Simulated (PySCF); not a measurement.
## Ionisation energy of Tm³²⁺ by level of theory

Tm³²⁺ [Kr] 4d1 [4d3/2^1, M_J = 3/2] → Tm³³⁺ [Kr], as a difference of total energies. All numbers are calculated (PySCF 2.14, the two-component X2C-1e Hamiltonian, in an even-tempered Gaussian basis (17 s from 3.1 bohr⁻², ratio 2.8; 14 p from 4.1 bohr⁻², ratio 2.8; 9 d from 4.1 bohr⁻², ratio 2.8; 3 f from 14 bohr⁻², ratio 3)). Correlated levels: [Ar] 3d10 frozen; the 98 highest virtual spinors dropped. "Screened" scales the spin-orbit matrix elements by Boettger's factors to mimic the two-electron term; Breit and QED terms are absent.

```
                    method  ionisation energy (eV)
           GHF (spin-free)                  1247.9
          GMP2 (spin-free)                  1248.1
 GHF (screened spin-orbit)                  1255.8
GMP2 (screened spin-orbit)                  1256.0
```

Breit and QED terms and the two-electron picture change are absent.

The spin-free rows lack the spin-orbit shift.

For comparison: 1255 ± 4 eV (theoretical estimate listed by NIST; NIST Atomic Spectra Database, ionization energies).
